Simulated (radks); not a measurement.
Ba4+, configuration [Kr] 4d10 5s2 5p3 6p1 (not the ground configuration). All-electron calculation, non-relativistic Kohn-Sham, exchange-only LDA, spin-polarised, spherical densities, point nucleus; open shells are filled with parallel spins first (spin-orbit coupling, left out, can overturn this in heavy ions); relativity is left out, which matters for an element this heavy. Program: a radial shooting solver on a logarithmic mesh with Libxc functionals.

Normalised radial functions P(r) = r R(r), r in bohr:

r	5s down
0.00104	0.0251
0.001211	0.0290
0.001398	0.0331
0.001628	0.0380
0.001895	0.0436
0.002206	0.0498
0.002548	0.0564
0.002966	0.0641
0.003453	0.0725
0.004019	0.0816
0.004679	0.0913
0.005404	0.1009
0.006291	0.1111
0.007324	0.1212
0.008526	0.1306
0.009847	0.1381
0.01146	0.1438
0.01334	0.1461
0.01554	0.1437
0.01809	0.1352
0.02089	0.1201
0.02432	0.0956
0.02831	0.0614
0.03295	0.0175
0.03806	-0.0320
0.04431	-0.0897
0.05158	-0.1478
0.06005	-0.1988
0.0699	-0.2330
0.08073	-0.2404
0.09398	-0.2130
0.1094	-0.1444
0.1274	-0.0374
0.1471	0.0873
0.1713	0.2200
0.1994	0.3207
0.2321	0.3543
0.2702	0.2958
0.312	0.1519
0.3633	-0.0678
0.4229	-0.3018
0.4923	-0.4765
0.5686	-0.5255
0.6619	-0.4188
0.7706	-0.1606
0.8971	0.1900
1.044	0.5446
1.206	0.8038
1.404	0.9391
1.635	0.9186
1.903	0.7741
2.198	0.5772
2.558	0.3671
2.978	0.1994
3.467	0.0911
4.036	0.0343
4.662	0.0111
5.427	0.0027
6.318	0.0005
7.355	0.0001
8.494	0.0000
9.889	0.0000
11.51	0.0000

5s down: eigenvalue -68.248 eV, 4 radial nodes at r = 0.0348, 0.133, 0.348, 0.828 bohr, <r> = 1.61 bohr, 90 % of the charge inside 2.28 bohr.
